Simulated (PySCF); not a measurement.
Broadened absorption spectrum of C4H11NO2Si

Species: C₄H₁₁NO₂Si.
SMILES with atom numbers: `[CH3:1]/[N:2]=[CH:3]/[CH2:4][O:5][SiH2:6][O:7][CH3:8]` (hydrogens: H9, H10, H11 on C1; H12 on C3; H13, H14 on C4; H15, H16 on Si6; H17, H18, H19 on C8)

Cartesian coordinates in Å at the PBE0-D3(BJ)/def2-SVP level; atoms count from 1:
```
atom  x, y, z in Å
C1     2.8919    0.9873    0.9289
N2     2.4557   -0.0850    0.0826
C3     1.2764   -0.0639   -0.3667
C4     0.7632   -1.1369   -1.2823
O5    -0.5034   -1.6008   -0.8862
Si6   -1.9444   -0.8655   -1.2547
O7    -2.1796    0.5467   -0.4161
C8    -2.4095    0.6205    0.9654
H9     2.1171    1.7557    1.1250
H10    3.2348    0.5750    1.8919
H11    3.7686    1.4786    0.4760
H12    0.5566    0.7494   -0.1255
H13    0.7317   -0.7363   -2.3170
H14    1.4761   -1.9746   -1.2720
H15   -1.9554   -0.4633   -2.6869
H16   -2.9894   -1.8576   -0.8867
H17   -2.7888    1.6242    1.2096
H18   -1.4815    0.4542    1.5412
H19   -3.1577   -0.1198    1.3033
```

Theory: TDDFT wB97X-D/def2-SVPD, vertical, gas phase, core orbitals frozen in the response in PySCF 2.14.0, density-fitted response routines.

Computed states:

```json
{"state": "S1", "E (eV)": "5.09", "f": "0.0008"}
{"state": "S2", "E (eV)": "7.27", "f": "0.095"}
{"state": "S3", "E (eV)": "7.42", "f": "0.142"}
{"state": "S4", "E (eV)": "7.68", "f": "0.032"}
{"state": "S5", "E (eV)": "8.03", "f": "0.037"}
{"state": "S6", "E (eV)": "8.07", "f": "0.091"}
```

Broadening: Gaussians 0.5 eV wide at half height, area fixed by f = 4.319×10⁻⁹ ∫ε dν̃. The width is an assumption, not a result. The curve ends short of the highest state used, and states not computed would add to its high-energy end.

(1) Give the broadened spectrum and its maxima.

(2) On this curve, what absorbance would a 10⁻³ mol/L sample give at 248 nm over a 1 cm path?

(3) Coming from long wavelengths, where does ε first pass 100 L mol⁻¹ cm⁻¹?

## Answers

(1) 
```json
{"λ (nm)": "165.9", "ε (L mol⁻¹ cm⁻¹)": "11877"}
{"λ (nm)": "170.1", "ε (L mol⁻¹ cm⁻¹)": "11863"}
{"λ (nm)": "174.2", "ε (L mol⁻¹ cm⁻¹)": "6886"}
{"λ (nm)": "178.3", "ε (L mol⁻¹ cm⁻¹)": "2427"}
{"λ (nm)": "182.4", "ε (L mol⁻¹ cm⁻¹)": "546"}
{"λ (nm)": "186.6", "ε (L mol⁻¹ cm⁻¹)": "78"}
{"λ (nm)": "190.7", "ε (L mol⁻¹ cm⁻¹)": "8"}
{"λ (nm)": "194.8", "ε (L mol⁻¹ cm⁻¹)": "1"}
{"λ (nm)": "198.9", "ε (L mol⁻¹ cm⁻¹)": "0"}
{"λ (nm)": "203.1", "ε (L mol⁻¹ cm⁻¹)": "0"}
{"λ (nm)": "207.2", "ε (L mol⁻¹ cm⁻¹)": "0"}
{"λ (nm)": "211.3", "ε (L mol⁻¹ cm⁻¹)": "0"}
{"λ (nm)": "215.5", "ε (L mol⁻¹ cm⁻¹)": "0"}
{"λ (nm)": "219.6", "ε (L mol⁻¹ cm⁻¹)": "1"}
{"λ (nm)": "223.7", "ε (L mol⁻¹ cm⁻¹)": "4"}
{"λ (nm)": "227.8", "ε (L mol⁻¹ cm⁻¹)": "11"}
{"λ (nm)": "232.0", "ε (L mol⁻¹ cm⁻¹)": "21"}
{"λ (nm)": "236.1", "ε (L mol⁻¹ cm⁻¹)": "32"}
{"λ (nm)": "240.2", "ε (L mol⁻¹ cm⁻¹)": "40"}
{"λ (nm)": "244.3", "ε (L mol⁻¹ cm⁻¹)": "42"}
{"λ (nm)": "248.5", "ε (L mol⁻¹ cm⁻¹)": "38"}
{"λ (nm)": "252.6", "ε (L mol⁻¹ cm⁻¹)": "29"}
{"λ (nm)": "256.7", "ε (L mol⁻¹ cm⁻¹)": "20"}
{"λ (nm)": "260.8", "ε (L mol⁻¹ cm⁻¹)": "12"}
{"λ (nm)": "265.0", "ε (L mol⁻¹ cm⁻¹)": "6"}
{"λ (nm)": "269.1", "ε (L mol⁻¹ cm⁻¹)": "3"}
{"λ (nm)": "273.2", "ε (L mol⁻¹ cm⁻¹)": "1"}
{"λ (nm)": "277.3", "ε (L mol⁻¹ cm⁻¹)": "1"}
{"λ (nm)": "281.5", "ε (L mol⁻¹ cm⁻¹)": "0"}
{"λ (nm)": "285.6", "ε (L mol⁻¹ cm⁻¹)": "0"}
```

Maxima: 244 nm (5.09 eV), ε about 43, made up of S1 (100%); 168 nm (7.38 eV), ε about 13000, made up of S2 (35%) and S3 (59%) (ε in L mol⁻¹ cm⁻¹; maxima over ε = 5, shares over 10%).

(2) 248 nm is 4.999 eV, where ε is about 39 L mol⁻¹ cm⁻¹, so A = ε c l ≈ 0.039 (Beer–Lambert, with the gas-phase spectrum and the assumed width).

(3) At about 186 nm (6.66 eV), 1.57 eV above S1.

One conformer stands for the species.
